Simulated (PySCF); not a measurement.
## Structure elucidation problem

Molecular formula: C7H12BF. Simulated spectra:

$^{1}$H NMR (400 MHz, computed): δ 7.89 (br, 2H), 5.21 (m, 1H), 2.35 (m, 1H), 2.20 (m, 1H), 2.16 (m, 1H), 1.75 (m, 1H), 1.30 (m, 1H), 1.21 (d, 3H), 0.72 (m, 1H).

$^{13}$C{$^{1}$H} NMR (computed): δ 98.1, 62.0, 50.1, 47.9, 47.3, 35.1, 15.0.

PySCF 2.14.0 with density-fitted response routines calculation with geometry: PBE0-D3(BJ)/def2-SVP and PBE0/pcSseg-1 with gauge-including orbitals; equivalent nuclei averaged, no solvent, a single conformation, non-relativistic Hamiltonian.

Chemical shifts δ = σref − σ; TMS for $^{1}$H (σref 31.27) and $^{13}$C (σref 184.41), all at this level.

Problem. Which candidate is it?
A. B[C@@H]1[C@@H](F)[C@H]2C[C@@H]1[C@@H]2C
B. B[C@@H]1CCC=C[C@]1(C)F
C. F/C=C\[C@@H]1CBCCC1
D. C=C1C[C@@H](B(C)C)[C@H]1F
E. C=C1C[C@@H](B(C)C)[C@@H]1F
F. F/C=C/[C@@H]1CBCCC1

Solution. A. 

- 7 carbon signals for 7 carbons: no two carbons are equivalent.
- Carbon types of the structure: 5 × CH, 1 × CH2, 1 × CH3, leaving 2 H on heteroatoms.
- δC 98.1: sp3 CH bonded to F; deshielded by the electronegative neighbour.
- δC 62.0: sp3 CH bonded to B.
- δC 50.1, 47.9, 47.3: sp3 CH in a ring; saturated and bonded to C and H only.
- δC 35.1: sp3 CH2 in a ring; a saturated carbon with 2 carbon neighbours and no heteroatom attached.
- δC 15.0: methyl carbon; saturated and bonded to C and H only.

The others: F/C=C/[C@@H]1CBCCC1 would give 12 signals for carbon-bound and other non-exchanging H, not 9; B[C@@H]1CCC=C[C@]1(C)F has carbons computed at 140.7, 139.9, 89.1, 52.9, 29.6, 28.1, 25.2, with a different DEPT pattern; F/C=C\[C@@H]1CBCCC1 would give 12 signals for carbon-bound and other non-exchanging H, not 9; C=C1C[C@@H](B(C)C)[C@H]1F would give 6 carbon signals, not 7; C=C1C[C@@H](B(C)C)[C@@H]1F would give 6 carbon signals, not 7.

Hydrogens on boron are broadened and split by $^{11}$B (spin 3/2, 80 %) and 10B (spin 3). A carbon bonded to boron is broadened by the quadrupolar boron nucleus and is often missing from a measured spectrum. Splittings by $^{19}$F in the carbon and heteronuclear signals aren't shown, as no couplings were computed. Shifts are as computed. Against solution values, carbons near 30 ppm lie about +2 ppm off and those near 130 ppm about +5 ppm. Of 1309 compounds with measured shifts, 239 miss one by over three times the rms of a fit or turn the order of signals round; such compounds aren't used in these exercises. No couplings were computed; multiplicities are counted from neighbouring protons, with m where these are inequivalent, close in shift, in a saturated or five-membered ring or joined by F or P, and br s for small geminal =CH2 splittings.
